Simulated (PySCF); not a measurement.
H₃Si, doublet, geometry from GFN2-xTB; MP2/def2-SVP run with PySCF.

Input for PySCF:
```python
from pyscf import gto, scf, mp

mol = gto.Mole()
mol.atom = '''
    Si    0.001724    0.000466    0.056068
    H    -0.010252    1.411631   -0.273345
    H     1.216916   -0.707481   -0.293446
    H    -1.230798   -0.710680   -0.218166
'''
mol.basis = 'def2-svp'
mol.charge = 0
mol.spin = 1
mol.verbose = 4
mol.build()

mf = scf.UHF(mol)
mf.kernel()

pt = mp.MP2(mf)
pt.kernel()
print('E(MP2) = %.10f' % pt.e_tot)
```

Output, abridged:

```
PySCF version 2.14.0

[INPUT] verbose = 4
[INPUT] num. atoms = 4
[INPUT] num. electrons = 17
[INPUT] charge = 0
[INPUT] spin (= nelec alpha-beta = 2S) = 1
[INPUT] symmetry False subgroup None
[INPUT] Mole.unit = angstrom
[INPUT] Symbol           X                Y                Z      unit          X                Y                Z       unit  Magmom
[INPUT]  1 Si     0.001724000000   0.000466000000   0.056068000000 AA    0.003257887839   0.000880612374   0.105953164352 Bohr   0.0
[INPUT]  2 H     -0.010252000000   1.411631000000  -0.273345000000 AA   -0.019373472229   2.667595978946  -0.516547187519 Bohr   0.0
[INPUT]  3 H      1.216916000000  -0.707481000000  -0.293446000000 AA    2.299637956601  -1.336945328333  -0.554532572349 Bohr   0.0
[INPUT]  4 H     -1.230798000000  -0.710680000000  -0.218166000000 AA   -2.325871134662  -1.342990562206  -0.412273989692 Bohr   0.0

nuclear repulsion = 15.9851282616674
number of shells = 17
number of NR pGTOs = 57
number of NR cGTOs = 33
basis = def2-svp
ecp = {}

******** <class 'pyscf.scf.uhf.UHF'> ********
method = UHF
initial guess = minao
damping factor = 0
level_shift factor = 0
DIIS = <class 'pyscf.scf.diis.CDIIS'>
diis_start_cycle = 1
diis_space = 8
diis_damp = 0
SCF conv_tol = 1e-09
SCF conv_tol_grad = None
SCF max_cycles = 50
direct_scf = True
direct_scf_tol = 1e-13
number electrons alpha = 9  beta = 8
Set gradient conv threshold to 3.16228e-05
init E= -290.216264704606

cycle= 1 E= -290.511454028092  delta_E= -0.295  |g|= 0.126  |ddm|= 1.19
cycle= 2 E= -290.528551109085  delta_E= -0.0171  |g|= 0.0366  |ddm|= 0.188
cycle= 3 E= -290.5305975589  delta_E= -0.00205  |g|= 0.0115  |ddm|= 0.0853
cycle= 4 E= -290.530857018827  delta_E= -0.000259  |g|= 0.00447  |ddm|= 0.0354
cycle= 5 E= -290.530908189523  delta_E= -5.12e-05  |g|= 0.0012  |ddm|= 0.0216
cycle= 6 E= -290.530911794677  delta_E= -3.61e-06  |g|= 0.000278  |ddm|= 0.00595
cycle= 7 E= -290.5309119715  delta_E= -1.77e-07  |g|= 7.19e-05  |ddm|= 0.00112
cycle= 8 E= -290.530911985947  delta_E= -1.44e-08  |g|= 3.5e-05  |ddm|= 0.000457
cycle= 9 E= -290.530911990163  delta_E= -4.22e-09  |g|= 9.48e-06  |ddm|= 0.000294
cycle= 10 E= -290.530911990407  delta_E= -2.44e-10  |g|= 1.67e-06  |ddm|= 5.47e-05
Extra cycle  E= -290.530911990411  delta_E= -4.26e-12  |g|= 7.65e-07  |ddm|= 5.69e-06
converged SCF energy = -290.530911990411  <S^2> = 0.75634019  2S+1 = 2.0063302

******** <class 'pyscf.mp.ump2.UMP2'> ********
nocc = (np.int64(9), np.int64(8)), nmo = (33, 33)
E(UMP2) = -290.633869186121  E_corr = -0.102957195710326
E(SCS-UMP2) = -290.641877280699  E_corr = -0.110965290287864
E_corr(same-spin) = -0.0145192437283001
E_corr(oppo-spin) = -0.0884379519820255
E(MP2) = -290.6338691861
```
